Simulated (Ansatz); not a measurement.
C2H5BS2 (`SCC1BS1`). Total charge 0; spin multiplicity 1.

Z-matrix (Å, degrees):
```
C
C 1 1.504
S 1 1.813 2 111.3
H 1 1.093 2 111.4 3 116.2
H 1 1.091 2 111.5 3 -123.6
S 2 1.879 1 116.7 3 166.7
B 2 1.533 1 123.3 3 96.3
H 2 1.088 1 113.4 3 -60.2
H 3 1.343 1 96.5 2 -62.0
H 7 1.183 2 148.3 1 -74.0
```

**Question.** List the harmonic frequencies (cm⁻¹, unscaled) at PBE0-D4/def2-TZVP in Ansatz. (Best estimate.)

**Answer.** The calculation gave: 86, 170, 233, 291, 340, 600, 707, 719, 753, 813, 905, 969, 991, 1027, 1167, 1186, 1274, 1355, 1473, 2707, 2747, 3074, 3124, 3144.

**Question.** Is this a minimum?

**Answer.** Yes, all 24 modes are real.

**Question.** Give the ideal-gas thermochemistry at 298.15 K and 1 bar (rigid rotor, harmonic oscillator; point group C1, symmetry number 1).

**Answer.** Zero-point energy 178.6 kJ/mol; H(298) − E = 197.6 kJ/mol; entropy 333.7 J/(mol·K), of which translation 166.8, rotation 113.4, vibration 53.5; G(298) − E = 98.1 kJ/mol. Modes under 100 cm⁻¹ are hindered rotations or soft bends, so the harmonic entropy is rough.

**Question.** And at 400, 500, 600, 800 and 1000 K?

**Answer.** 
```json
{"T (K)": "400", "H − E (kJ/mol)": "208.6", "S (J/mol/K)": "365.4", "G − E (kJ/mol)": "62.5"}
{"T (K)": "500", "H − E (kJ/mol)": "221.4", "S (J/mol/K)": "393.9", "G − E (kJ/mol)": "24.5"}
{"T (K)": "600", "H − E (kJ/mol)": "235.7", "S (J/mol/K)": "420.0", "G − E (kJ/mol)": "-16.2"}
{"T (K)": "800", "H − E (kJ/mol)": "267.7", "S (J/mol/K)": "465.9", "G − E (kJ/mol)": "-104.9"}
{"T (K)": "1000", "H − E (kJ/mol)": "303.1", "S (J/mol/K)": "505.2", "G − E (kJ/mol)": "-202.1"}
```

**Question.** Rotational constants (cm⁻¹)?

**Answer.** 0.3994, 0.0465, 0.04353.
